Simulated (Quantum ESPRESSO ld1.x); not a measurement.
Task: The table gives one normalised radial function P(r) = r R(r) of Os27+ in [Kr] 4d10 4f3 (r in bohr). Method: scalar-relativistic Kohn-Sham, relativistic LDA (MacDonald-Vosko exchange, VWN5 correlation), spin-unpolarised, spherical densities, point nucleus; computed with ld1.x of Quantum ESPRESSO 7.5.

| r | P |
|---|---|
| 0.001554 | 0.0209 |
| 0.001976 | 0.0312 |
| 0.002532 | 0.0470 |
| 0.003219 | 0.0697 |
| 0.004125 | 0.1044 |
| 0.005244 | 0.1535 |
| 0.00672 | 0.2265 |
| 0.008542 | 0.3260 |
| 0.01086 | 0.4611 |
| 0.01392 | 0.6440 |
| 0.01769 | 0.8613 |
| 0.02267 | 1.1109 |
| 0.02882 | 1.3363 |
| 0.03693 | 1.4749 |
| 0.04695 | 1.4116 |
| 0.06016 | 1.0252 |
| 0.07648 | 0.2850 |
| 0.09801 | -0.7677 |
| 0.1246 | -1.7876 |
| 0.1597 | -2.4365 |
| 0.203 | -2.4025 |
| 0.2601 | -1.7653 |
| 0.3306 | -0.9653 |
| 0.4237 | -0.3591 |
| 0.5386 | -0.0905 |
| 0.6902 | -0.0128 |
| 0.8775 | -0.0010 |
| 1.124 | 0.0000 |
| 1.429 | 0.0000 |

Which n and l does it have? It may be an empty orbital.

Result: n = 3, l = 1: the number of nodes gives n - l - 1 = 1, the rise at small r (about r^(l+1), flatter next to the nucleus through relativity) gives l, and the extent must fit the shell. The curve is that of 3p. 3p: eigenvalue -3399.4 eV, 1 radial node at r = 0.0822 bohr, <r> = 0.194 bohr, 90 % of the charge inside 0.290 bohr.
